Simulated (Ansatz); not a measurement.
System: H$_{4}$SiO, charge 0, singlet. H4SiO (hydroxysilane, SMILES O[SiH3]).
B3LYP-D3(BJ)/def2-TZVP minimum from Ansatz (a quantum-chemistry and plane-wave program):
```xyz
6

Si    -0.5236     0.0940     0.0353
O      1.0819    -0.2542    -0.1462
H     -0.7923     1.5431    -0.1396
H     -1.2229    -0.6767    -1.0111
H     -1.0219    -0.3053     1.3751
H      1.7116     0.1567     0.4506
```

Total energies in hartree (Ansatz). UHF or UKS for unpaired electrons; spin-orbit terms are left out. Correlated methods leave the cores frozen. No relativity. Where a partner has so few electrons that a lower coupled-cluster level is exact, that level stands in.

```tsv
species	HF/cc-pV(T+d)Z	CCSD(T)/cc-pV(T+d)Z	HF/cc-pV(Q+d)Z	CCSD(T)/cc-pV(Q+d)Z	CCSDT(Q)/cc-pV(T+d)Z
1: H4SiO (hydroxysilane, SMILES O[SiH3])	-366.21113	-366.62438	-366.22217	-366.66282	-366.62543
2: Si (triplet)	-288.85649	-288.93344	-288.85845	-288.93781	-288.93426
3: O (triplet)	-74.81176	-74.97396	-74.81729	-74.99357	-74.97430
4: H (doublet)	-0.49981	-0.49981	-0.49995	-0.49995	-0.49981
```

Question: Work out the atomisation energy (electronic, to ground-state atoms) in kJ/mol: take Hartree-Fock from cc-pV(Q+d)Z, extrapolate the CCSD(T) correlation energy as X^-3 (X = 3, 4), and add CCSDT(Q) - CCSD(T) in cc-pV(T+d)Z. 1 hartree = 2625.5 kJ/mol.

Answer: 
Species 1: correlation (64·(-0.44065) - 27·(-0.41325))/37 = -0.46064; step -0.00105; E1 = -366.22217 + (-0.46064) + (-0.00105) = -366.68386
Species 2: correlation (64·(-0.07936) - 27·(-0.07695))/37 = -0.08112; step -0.00082; E2 = -288.85845 + (-0.08112) + (-0.00082) = -288.94039
Species 3: correlation (64·(-0.17628) - 27·(-0.16220))/37 = -0.18655; step -0.00034; E3 = -74.81729 + (-0.18655) + (-0.00034) = -75.00418
Species 4: correlation (64·(0.00000) - 27·(0.00000))/37 = 0.00000; step +0.00000; E4 = -0.49995 + (0.00000) + (+0.00000) = -0.49995
-1·E1 +1·E2 +1·E3 +4·E4 = 0.73949 hartree = 1941.5 kJ/mol.
